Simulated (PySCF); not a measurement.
Gas-phase reaction: 3 C4H2 + 2 H2 → 2 C6H5 (phenyl), at 1200 K and a standard pressure of 1 bar. Level: B3LYP/6-31G*.

Method: PySCF energies plus ideal-gas RRHO corrections (1 bar). 6-31G* has spherical d functions here. Open shells (unrestricted): C6H5 (phenyl) (multiplicity 2); the rest are closed-shell singlets. B3LYP is the form with VWN-RPA correlation. The harmonic model lacks anharmonicity and excited electronic states, which grow with temperature; levels with a mode under 35 cm⁻¹ are left out.

```tsv
species	E (Ha)	H(1200 K) − E (kJ/mol)	S°(1200 K) (J/mol/K)
C4H2	-153.47800	202.5	374.4
H2	-1.17548	61.8	171.1
C6H5 (phenyl)	-231.55632	388.8	491.1
```
E: electronic energy; H − E holds the zero-point and thermal terms. 1 Ha = 2625.5 kJ/mol.

Work out ΔH°, ΔS°, ΔG° and log10 K from these numbers.

1. ΔE = 2×(-231.55632) − 3×(-153.47800) − 2×(-1.17548) = -0.32768 Ha = -860.3 kJ.
2. Δ(H − E) = 2×(388.8) − 3×(202.5) − 2×(61.8) = 46.5 kJ, so ΔH° = -813.8 kJ.
3. ΔS° = 2×(491.1) − 3×(374.4) − 2×(171.1) = -483.2 J/K; the number of gas molecules changes by -3.
4. ΔG° = ΔH° − TΔS° = -813.8 − 1200×(-483.2)/1000 = -234.0 kJ.
5. log10 K = −ΔG°/(RT ln 10) = 10.19, with RT ln 10 = 22.97 kJ/mol; at standard pressures the products are favoured.
6. A shift of 10 kJ in ΔE would move log10 K by 0.44 here.
For scale, ΔH°(298 K) is -784 kJ at this level, -757 kJ at ωB97M-V/def2-TZVP†, and runs from -922 to -594 kJ over the 14 levels computed († marks an energy on the PBE0/def2-TZVP geometry); the NASA 1993 table gives -676 kJ (entries not checked at source). After a fit of one offset per element over all species, the range-separated, M06-2X, PBE0/def2-QZVP and CCSD(T)/def2-TZVPP enthalpies, where run, lie to one side of the table for C4H2 (+23 kJ/mol): a fault of the table's entry, another state or a shared error of the levels is possible; this was not checked at source.
